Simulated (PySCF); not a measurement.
Geometries of 5 isomers of C2H6OSi, from PBE0-D3(BJ)/def2-SVP geometry optimisation, gas phase (PySCF). One conformer each, no zero-point energy, no frequencies.

Question: Which is lowest in electronic energy at this level?
A.
```xyz
10
angstrom
C      1.478    0.069   -0.001
C      0.536   -0.846    0.255
Si    -1.206   -0.363    0.726
O     -1.418    1.282    0.539
H      2.503   -0.202   -0.280
H      1.260    1.141    0.067
H      0.803   -1.908    0.177
H     -2.173   -1.143   -0.113
H     -1.482   -0.647    2.162
H     -1.403    1.608   -0.365
```
B.
```xyz
10
angstrom
C     -1.544   -0.277    0.264
C     -0.864    0.865    0.138
O      0.438    0.999   -0.180
Si     1.540   -0.243   -0.453
H     -2.601   -0.248    0.529
H     -1.085   -1.258    0.112
H     -1.343    1.838    0.293
H      2.836    0.436   -0.714
H      1.637   -1.122    0.749
H      1.128   -1.057   -1.634
```
C.
```xyz
10
angstrom
O      2.189    0.231   -0.230
Si     0.710    0.305    0.523
C     -0.672   -0.871    0.202
C     -0.884    0.579   -0.360
H      2.212   -0.086   -1.137
H      0.940    0.859    1.872
H     -0.566   -1.654   -0.558
H     -1.340   -1.187    1.012
H     -0.913    0.660   -1.453
H     -1.678    1.174    0.106
```
D.
```xyz
10
angstrom
C      1.231   -0.319    0.047
Si    -0.296    0.759    0.035
C     -1.837   -0.405   -0.061
O     -1.710   -1.604   -0.113
H      2.153    0.279    0.095
H      1.258   -0.939   -0.861
H      1.204   -0.996    0.914
H     -0.431    1.594    1.271
H     -0.349    1.681   -1.144
H     -2.870    0.048   -0.070
```
E.
```xyz
10
angstrom
C     -1.497   -0.025    0.092
C     -0.187    0.668   -0.167
O     -0.118    1.840   -0.459
Si     1.495   -0.297   -0.021
H     -2.322    0.700    0.061
H     -1.474   -0.540    1.067
H     -1.657   -0.806   -0.670
H      2.200    0.229    1.185
H      1.302   -1.773    0.128
H      2.299   -0.009   -1.242
```

Answer: A. That is `C=C[SiH2]O`, 6.4 kcal/mol below the next.

| SMILES | atoms numbered as above | E (Eh) | relative (kcal/mol) | relative (kJ/mol) | dipole (D) |
| --- | --- | --- | --- | --- | --- |
| C=C[SiH2]O | [CH2:1]=[CH:2][SiH2:3][OH:4] | -444.04407 | 0.0 | 0.0 | 1.67 |
| O[SiH]1CC1 | [OH:1][SiH:2]1[CH2:3][CH2:4]1 | -444.03390 | 6.4 | 26.7 | 1.28 |
| C=CO[SiH3] | [CH2:1]=[CH:2][O:3][SiH3:4] | -444.02765 | 10.3 | 43.1 | 0.54 |
| C[SiH2]C=O | [CH3:1][SiH2:2][CH:3]=[O:4] | -444.01328 | 19.3 | 80.9 | 1.76 |
| CC(=O)[SiH3] | [CH3:1][C:2](=[O:3])[SiH3:4] | -444.01189 | 20.2 | 84.5 | 2.36 |

As drawn, the lowest has an O–H bond, an Si–O bond and a C=C bond outside aromatic rings, which the highest lacks; the highest has a C=O bond, which the lowest lacks.
